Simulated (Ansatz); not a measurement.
Reactions of `O[Si]Br`.

Computed with Ansatz on PBE0-D4/def2-TZVP structures; ΔE is electronic, products minus reactants. CCSD(T)/CBS adds triple-zeta CCSD(T) − MP2 to the extrapolated MP2 energy (def2 sets, frozen cores). This one scheme is used for every species. For Br outer-core shells are correlated without core-valence functions, which leaves a few kJ/mol of doubt a bond. Scalar relativity is left out up to krypton. Each species was taken in one conformer, which may not be the lowest.

(1) Order these by ΔE at CCSD(T)/CBS, lowest first. (Estimate.)
A. `O[Si]Br` + H–F → `O[Si]F` + HBr
B. `O[Si]Br` + HBr → `Br[Si]Br` + H₂O
C. `O[Si]Br` + H₂S → `S[Si]Br` + H₂O
D. `O[Si]Br` + HCl → `O[Si]Cl` + HBr

Largest T1 diagnostic: 0.015, for `O[Si]F`.

Results:

(1) A (-0.42 eV), D (0.00 eV), B (+0.15 eV), C (+0.37 eV).
